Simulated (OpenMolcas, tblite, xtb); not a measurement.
## A ladder of methods for Si2H3OF (SMILES F[Si]O[SiH3])

Si2H3OF: 7 atoms, total charge 0, spin state singlet. As SMILES, `F[Si]O[SiH3]`. Geometry: relaxed at PBE0-D4/def2-TZVP. This is one conformer, not always the lowest.

```xyz
7

F     0.6393   -1.8295    1.6087
Si   -0.4287   -2.1655    0.4415
O    -0.5383   -0.7365   -0.3346
Si   -0.0256    0.8371   -0.4067
H    -0.7051    1.4807   -1.5555
H    -0.3857    1.5378    0.8500
H     1.4440    0.8758   -0.6033
```

Quantity: the energy change with the F1–Si2 bond stretched from 1.617 to 2.426 Å, in eV. The values are calculated.

| level | kind | program | value (eV) | CPU time (all runs) |
| --- | --- | --- | --- | --- |
| GFN-FF | force field | xtb | 2.67 | under 2 s |
| GFN1-xTB | semi-empirical | tblite | 2.30 | under 2 s |
| HF/def2-SVPD (restricted) | Hartree–Fock | OpenMolcas | 2.74 | 46 s |
| SVWN5/def2-SVPD (restricted) | LDA | OpenMolcas | 2.33 | 87 s |
| BLYP/def2-SVPD (restricted) | GGA | OpenMolcas | 1.89 | 2 min |
| revPBE/def2-SVPD (restricted) | GGA | OpenMolcas | 1.92 | 1.9 min |
| M06-L/def2-SVPD (restricted) | meta-GGA | OpenMolcas | 2.28 | 2.5 min |
| TPSS/def2-SVPD (restricted) | meta-GGA | OpenMolcas | 2.15 | 2.5 min |
| B3LYP/def2-SVPD (restricted) | global hybrid | OpenMolcas | 2.21 | 1.7 min |
| MP2/def2-SVPD (restricted) | perturbation theory | OpenMolcas | 2.27 | 45 s |

The first shape isn't each level's own minimum. The values span 1.89 to 2.74 eV. Times are those of the runs behind each value, whatever else they computed, on shared processors of several kinds: orders of magnitude only.
